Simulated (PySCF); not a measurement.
**Electronic structure of Ni⁺ (nickel, charge +1) at the UHF level**

Configuration: [Ar] 3d9, 2D determinant. Computed with PySCF 2.14 in jorge-DZP-DKH (8s6p2d1f, 43 functions), with the spin-free X2C one-electron Hamiltonian (Gaussian nucleus).

* Total energy: -1518.678492 hartree
* One-electron energy: -2107.1280 hartree
* Hartree (Coulomb) energy: 650.9855 hartree
* Exchange energy: -62.5361 hartree
* ⟨S²⟩: 0.7519
* ⟨L²⟩: 6.013
* Sum of ⟨r⟩: 17.25 bohr
* Sum of ⟨r²⟩: 18.19 bohr²
* Traceless quadrupole moment −½Σ⟨3z² − r²⟩ along its main axis: -0.390 e·bohr²
* Langevin diamagnetic susceptibility: -14.4 ×10⁻⁶ cm³/mol
* Time after the integrals: 0.15 s of wall time on 1 thread of Neoverse-V2 (shared host)

```json
{"shell": "1s β", "electrons": "1", "mean orbital energy (hartree)": "-308.83235", "spread (hartree)": "0", "rms radius, mean of both spins (bohr)": "0.0624"}
{"shell": "1s α", "electrons": "1", "mean orbital energy (hartree)": "-308.83206", "spread (hartree)": "0", "rms radius, mean of both spins (bohr)": "0.0624"}
{"shell": "2s α", "electrons": "1", "mean orbital energy (hartree)": "-38.63672", "spread (hartree)": "0", "rms radius, mean of both spins (bohr)": "0.265"}
{"shell": "2s β", "electrons": "1", "mean orbital energy (hartree)": "-38.60237", "spread (hartree)": "0", "rms radius, mean of both spins (bohr)": "0.265"}
{"shell": "2p α", "electrons": "3", "mean orbital energy (hartree)": "-33.12065", "spread (hartree)": "0.03729", "rms radius, mean of both spins (bohr)": "0.238"}
{"shell": "2p β", "electrons": "3", "mean orbital energy (hartree)": "-33.08714", "spread (hartree)": "0.00064", "rms radius, mean of both spins (bohr)": "0.238"}
{"shell": "3s α", "electrons": "1", "mean orbital energy (hartree)": "-5.08174", "spread (hartree)": "0", "rms radius, mean of both spins (bohr)": "0.801"}
{"shell": "3s β", "electrons": "1", "mean orbital energy (hartree)": "-4.98534", "spread (hartree)": "0", "rms radius, mean of both spins (bohr)": "0.801"}
{"shell": "3p α", "electrons": "3", "mean orbital energy (hartree)": "-3.41644", "spread (hartree)": "0.08046", "rms radius, mean of both spins (bohr)": "0.857"}
{"shell": "3p β", "electrons": "3", "mean orbital energy (hartree)": "-3.30074", "spread (hartree)": "0.05150", "rms radius, mean of both spins (bohr)": "0.857"}
{"shell": "3d α", "electrons": "5", "mean orbital energy (hartree)": "-0.74475", "spread (hartree)": "0.09477", "rms radius, mean of both spins (bohr)": "1.16"}
{"shell": "3d β", "electrons": "4", "mean orbital energy (hartree)": "-0.68996", "spread (hartree)": "0.07401", "rms radius, mean of both spins (bohr)": "1.16"}
```

Densities and radii are taken from the X2C orbitals without a picture-change correction, which distorts them close to the nucleus.
